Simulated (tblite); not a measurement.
Compound: CH4Cl3N2Si2 (doublet state).
SMILES with atom numbers: `[Cl:1][C:2]([Cl:3])([Cl:4])[SiH:5]1[NH:6][SiH:7][NH:8]1` (hydrogens: H9 on Si5; H10 on N6; H11 on Si7; H12 on N8)

Computed values, GFN2-xTB/tblite, gas phase, harmonic and unscaled. The method is semi-empirical: single wavenumbers can be off by several per cent or more. Modes of hydrogen on silicon can be 10 to 20 % off. Open shells enter through the occupations alone, without spin polarisation, and single modes of such species can be off by tens of per cent.

Harmonic wavenumbers (cm⁻¹): 28.4, 63.1, 80.7, 131.9, 165.8, 185.5, 242.2, 244.5, 263.2, 302.5, 409.3, 431.1, 431.4, 469.4, 489.1, 578.1, 628.8, 633.3, 690.7, 704.1, 793.5, 838.9, 849.2, 931.4, 1040.8, 1090.3, 2182.4, 2347.7, 3529.5, 3537.6.

A = 1433, B = 616.8, C = 594.1 MHz; mass 204.898 u (most abundant isotopes); point group Cs, symmetry number 1; spin multiplicity 2.

Question: What is the zero-point energy?

Answer: ½Σν̃ = 12157 cm⁻¹ = 145.44 kJ/mol.

Question: Entropy at 298.15 K, 1 bar (ideal gas, RRHO, classical rotation)?

Answer: Translation 175.24, rotation 128.84, vibration 147.45, spin (R ln 2) 5.76: S = 457.3 J/(mol K).

Question: And Cp and H(298.15 K) − H(0)?

Answer: Cp = 171.25 J/(mol K), of which vibrations give 138.00 (their classical limit is 30 R = 249.4); H(298.15 K) − H(0) = 32.39 kJ/mol without the zero-point energy, 22.48 from vibrations.

Question: What must be added to the electronic energy to get the Gibbs energy at 298.15 K and 1 bar?

Answer: ZPE + [H(298.15 K) − H(0)] − T·S = 145.44 + 32.39 − 136.34 = 41.49 kJ/mol.

Question: How do the functions run with temperature in this model?

Answer: 
```
T (K)  S (J/(mol K))  Cp (J/(mol K))  H − H(0) (kJ/mol)  G − H(0) (kJ/mol)  ln q(vib)
  150          360.3           113.1              10.98             -43.07       4.01
  250          428.5           155.5              24.51             -82.62       7.18
  400          511.3           195.8              51.17            -153.35      11.67
  600          596.5           223.0              93.36            -264.52      16.96
  900          691.2           243.4             163.65            -458.42      23.58
```

q(vib) and H(0) count from the zero-point level.

Question: Which modes carry the vibrational entropy at 298.15 K?

Answer: 28.4 cm⁻¹: 24.85; 63.1 cm⁻¹: 18.23; 80.7 cm⁻¹: 16.21; 131.9 cm⁻¹: 12.21; 165.8 cm⁻¹: 10.39; 185.5 cm⁻¹: 9.51 J/(mol K); the other 24 give 56.06 together.

Question: Blend soft modes into free rotors: weight 1/[1 + (100 cm⁻¹/ν̃)⁴] for the oscillator and the rest for a rotor with moment μB/(μ + B), μ = h/(8π²ν), B = 10⁻⁴⁴ kg m². What vibrational entropy results?

Answer: 133.38 J/(mol K) in place of 147.45, which changes −T·S at 298.15 K by +4.19 kJ/mol.

Hindered rotation and anharmonicity are outside this model.

Shape of the structure used: `[Cl:1][C:2]([Cl:3])([Cl:4])[SiH:5]1[NH:6][SiH:7][NH:8]1`: Cl1–C2–Si5–N6 -74°.
